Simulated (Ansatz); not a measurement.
## A correction line for r2SCAN0-D4/def2-TZVPP: atomisation energy

The atomisation energy (no zero-point term) in kJ/mol of 7 B-containing molecules: x at r2SCAN0-D4/def2-TZVPP, y at CCSD(T)/CBS estimate. Shapes, held fixed at every level: PBE0-D4/def2-TZVP. Flexible molecules stand in one conformer, not always the lowest. Programs: Ansatz 0.2.0.

| molecule | x (kJ/mol) | y (kJ/mol) |
| --- | --- | --- |
| C2H6BN (SMILES [BH3-]C#[N+]C) | 3772 | 3791 |
| C4H4BN (SMILES b1ccccn1) | 4627 | 4644 |
| BH(CH3)2(OH2) | 4715 | 4749 |
| C2H8B2F2 (SMILES C[BH-]1[F+][BH-](C)[F+]1) | 5420 | ? |
| B(CH3)3(OH2) | 5981 | 6019 |
| P(BH3)(CH3)3 | 6106 | 6104 |
| C4H12B2Cl2 (SMILES C[B-]1(C)[Cl+][B-](C)(C)[Cl+]1) | 7644 | 7631 |

Task: Fit y = c + s·x to the known rows and predict y for C2H8B2F2.

Result: 
1. Means of the 6 rows: x = 5474.17, y = 5489.7.
2. Σ(Δx)² = 9555667, Σ(Δx·Δy) = 9472900, so the slope is 9472900/9555667 = 0.99134.
3. Intercept: 5489.7 − (0.99134) × 5474.17 = 62.9. The largest residual of the fit is 27.
4. C2H8B2F2: 62.9 + 0.99134 × 5420 = 5436 kJ/mol.

CCSD(T)/CBS estimate gives 5437 kJ/mol, so the prediction is off by -1 kJ/mol, within the largest residual. Uncorrected, r2SCAN0-D4/def2-TZVPP misses C2H8B2F2 by -17 kJ/mol, and the other rows by 20 on average. The line removes about 95 % of this miss, partly by chance. Left out in turn, the other rows are missed by 20 kJ/mol on average, no better than no correction. The CBS estimate extrapolates MP2 from def2-TZVPP and def2-QZVPP and adds CCSD(T) − MP2 in the triple-zeta set, cores frozen.
